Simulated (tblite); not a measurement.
H2O2, charge +1, doublet, geometry from GFN2-xTB (a state made from the parent by changing its charge; the spin is typed, not shown lowest); IPEA1-xTB (tblite 0.6.0).

tblite was given this input:
```
$ tblite run mol.xyz --method ipea1 --charge 1 --spin 1 --json tblite.json --no-restart

# file mol.xyz
4

O      0.00029017     0.64522356    -0.01214168
O     -0.00029017    -0.64522356     0.01214168
H      0.94311055     0.99403527    -0.03396231
H     -0.94311055    -0.99403527     0.03396231
```

Question: Predict the main parts of the log of this tblite run.

Answer: 
```
xTB calculator
 | screened Coulomb repulsion
 | Coulomb electrostatics
 |  * isotropic Klopman-Ohno-Mataga-Nishimoto electrostatics
 |  * onsite third-order electrostatics
 | DFT-D3(BJ) dispersion correction

halogen bonding energy    0.0000000000000E+00 Eh
repulsion energy          3.6742769358151E-02 Eh
dispersion energy        -3.1697698737677E-04 Eh
number of electrons       1.3000000000000E+01 e
integral cutoff           4.0000000000000E+01 bohr

------------------------------------------------------------
  cycle        total energy    energy error   density error
------------------------------------------------------------
      1     -9.887041822665  -9.9234676E+00   2.1656045E-01
      2     -9.893595398077  -6.5535754E-03   1.1224476E-01
      3     -9.894358442613  -7.6304454E-04   1.7443610E-02
      4     -9.894515460705  -1.5701809E-04   4.6764987E-03
      5     -9.894535242277  -1.9781572E-05   2.7399093E-04
      6     -9.894535286983  -4.4705786E-08   6.3559070E-05
      7     -9.894535291072  -4.0888946E-09   9.3789155E-08
------------------------------------------------------------

electronic energy        -9.9309610834423E+00 Eh
total energy             -9.8945352910715E+00 Eh

Post processing:
 | Mayer-Wiberg bond orders

[Info] JSON dump of results written to 'tblite.json'
```
